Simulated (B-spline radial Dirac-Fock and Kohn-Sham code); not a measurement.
ΔSCF core binding energies without Breit or QED terms, calculated with a radial atomic solver.

A sound run for Fe⁵⁺, configuration 1s2 2s2 2p6 3s2 3p6 3d3: The ground state converged in 10 iterations, with total energy -1264.87898 Ha, virial ratio 1.98553 and highest orbital energy -98.17 eV. ΔSCF binding energies: K (1s) 7230.6 eV, L3 (2p3/2) 819.9 eV. Holes are computed only in closed shells, and unreliable hole states are left out.

A second run, with one unsound setting: The ground state had not converged after 66 iterations, with total energy -1264.12759 Ha, virial ratio 1.96342 and highest orbital energy -84.07 eV. ΔSCF binding energies: K (1s) 7234.8 eV, L3 (2p3/2) 820.1 eV (not all states converged, so these are not final). Holes are computed only in closed shells, and unreliable hole states are left out.

```
iter   energy (Ha)        error
   1    -1252.18973592  1.12e+00
   2    -1263.19505745  3.92e-01
   3    -1263.21591364  3.89e-01
   4    -1263.23651939  3.86e-01
   5    -1263.25687759  3.83e-01
   6    -1263.27699111  3.81e-01
   7    -1263.29686279  3.78e-01
   8    -1263.31649542  3.75e-01
   9    -1263.33589177  3.72e-01
  17    -1263.48287906  3.50e-01
  25    -1263.61624464  3.32e-01
  33    -1263.73720861  3.16e-01
  41    -1263.84688593  3.01e-01
  49    -1263.94629513  2.86e-01
  57    -1264.03636636  2.73e-01
  65    -1264.11794878  2.59e-01
  66    -1264.12758907  2.58e-01
```

Q: Which fault fits the second run best?
A. overfilled shell
B. spline order too low
C. damping too heavy
D. mesh too coarse

A: C. The input had damp = 0.995; ndamp = 100: damp is so close to 1 that the orbitals hardly move in each step.
